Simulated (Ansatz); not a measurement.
Harmonic frequencies (cm⁻¹) at PBE0-D4/def2-TZVP from Ansatz: 558, 706, 1145, 1284, 1486, 1668, 3451, 3514, 3657.

**Question.** Which molecule is it?
A. `C#P`
B. `[N]=N`•
C. `[NH]N`•
D. `F[As](F)F`

**Answer.** C.
